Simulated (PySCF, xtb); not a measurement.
1-bromo-1,2,2-trichloroethene (C₂BrCl₃), SMILES ClC(Cl)=C(Cl)Br.

GFN2-xTB (xtb 6.7.1) at its own geometry gives an orbital gap of 3.61 eV and a dipole moment of 2.22 D.

The structure is a stationary point at B3LYP-D3(BJ)/def2-SVP.

Problem. What does PBE/def2-TZVP in PySCF give? (Estimate from the structure and the level; the computed values follow.)

Solution. gap 4.13 eV (levels -6.15 and -2.03 eV), dipole 0.11 D.
